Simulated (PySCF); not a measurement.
This PySCF input asks for the NMR shieldings of `S(B)BSCF`, CH5B2FS2; the geometry comes from GFN2-xTB.

```python
import basis_set_exchange as bse
import numpy as np
from pyscf import gto, dft
from pyscf.prop import nmr

atoms = """
B     2.584822    0.813623   -0.145594
S     0.827503    0.771131   -0.291695
B     0.339027   -0.810881    0.433717
S    -1.340902   -1.352136    0.533981
C    -2.309101   -0.067862   -0.349649
F    -2.267740   -0.272238   -1.689521
H     3.121024    1.766153   -0.551512
H     3.158682   -0.076344    0.343196
H     1.132087   -1.527376    0.899396
H    -3.347279   -0.161610   -0.023937
H    -1.892700    0.920211   -0.144424
"""
names = dict.fromkeys(["B", "S", "C", "F", "H"], "pcSseg-1")
basis = {el: gto.basis.parse(bse.get_basis(n, elements=[el], fmt="nwchem")) for el, n in names.items()}
mol = gto.M(atom=atoms, basis=basis, charge=0, verbose=0)
mf = dft.RKS(mol, xc="PBE0")
mf.grids.level = 2
mf.grids.alignment = dft.numint.BLKSIZE   # the property module wants whole blocks of grid points
mf.conv_tol = 1e-9
mf.kernel()

calc = nmr.RKS(mf)   # GIAO
C = mf.mo_coeff
Co = C[:, mf.mo_occ > 0]
resp = mf.gen_response(singlet=True, hermi=2)
def vind(x):   # induced exchange potential for any number of trial vectors
    d = np.einsum("pi,xij,qj->xpq", C, 2 * x.reshape(-1, C.shape[1], Co.shape[1]), Co, optimize=True)
    return np.einsum("xpq,pi,qj->xij", resp(d - d.transpose(0, 2, 1)), C, Co, optimize=True).ravel()
mo1, _ = nmr.rhf.solve_mo1(calc, with_cphf=vind)
sigma = calc.kernel(mo1)
for i, s in enumerate(sigma):   # ppm
    print("%2d %-2s %9.2f" % (i, mol.atom_pure_symbol(i), np.trace(s) / 3))
```

Q: What does it print?

A: 
```
 0 B      26.80
 1 S     362.47
 2 B      33.05
 3 S     353.68
 4 C      98.70
 5 F     380.69
 6 H      24.21
 7 H      24.12
 8 H      24.23
 9 H      25.85
10 H      25.09
```

These numbers come from an equivalent density-fitted implementation of the same equations, which agrees with the script to about 0.01 ppm for H and up to a few tenths of a ppm for heavy atoms, so last digits may differ.

Size and cost of the density-fitted run: 141 basis functions, 19 s wall time on 1 thread of an Arm Neoverse V1, shared host; peak memory 0.69 GiB.
